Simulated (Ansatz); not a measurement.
Basis-set extrapolation for C2H6O2SSi, SMILES `C=C[Si](O)(O)S` (PBE0-D4/def2-TZVP geometry, frozen core, Ansatz). Multiplicity 1, RHF reference.

```
                      def2-TZVPP   def2-QZVPP
                 HF  -915.677002  -915.708265
    MP2 correlation    -1.094565    -1.180672
CCSD(T) correlation    -1.185416      not run
```

Energies in hartree. Use E(X) = E(∞) + A·exp(−7.88·√X) for Hartree–Fock and E(X) = E(∞) + B·X^(−2.97) for correlation, with X = 3 and 4, and add CCSD(T) minus MP2 of the smaller set to the MP2 limit.

**Question.** What is the CCSD(T) energy at the basis-set limit?

**Answer.** HF limit: -915.708265 + (-0.031263) × 0.13774 = -915.71257. MP2 limit: -1.180672 + (-0.086107) × 0.74074 = -1.24445. Higher-order term: -1.185416 − (-1.094565) = -0.09085. Total: -917.04787 hartree, 486.9 kJ/mol below CCSD(T)/def2-TZVPP.
